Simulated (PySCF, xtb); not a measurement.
H6InP3, SMILES [PH2][In]([PH2])[PH2]. One conformer was computed; it need not be the lowest.

Harmonic wavenumbers (cm⁻¹) from GFN2-xTB in xtb at its own minimum, in rising order: 22, 56, 58, 64, 68, 69, 224, 284, 286, 498, 522, 528, 541, 543, 560, 1132, 1133, 1136, 2170, 2173, 2179, 2228, 2243, 2248.

**Question.** What does B3LYP-D3(BJ)/def2-SVP (PySCF) give at its own minimum? (The exact figures need the calculation; the answer reports its results.)

**Answer.** 63, 64, 74, 90, 96, 101, 247, 300, 301, 522, 526, 565, 586, 628, 630, 1093, 1094, 1099, 2363, 2363, 2365, 2377, 2378, 2379. Paired by order, the mean absolute difference is 66 cm⁻¹ and the zero-point energies are 30.0 and 31.9 kcal/mol.
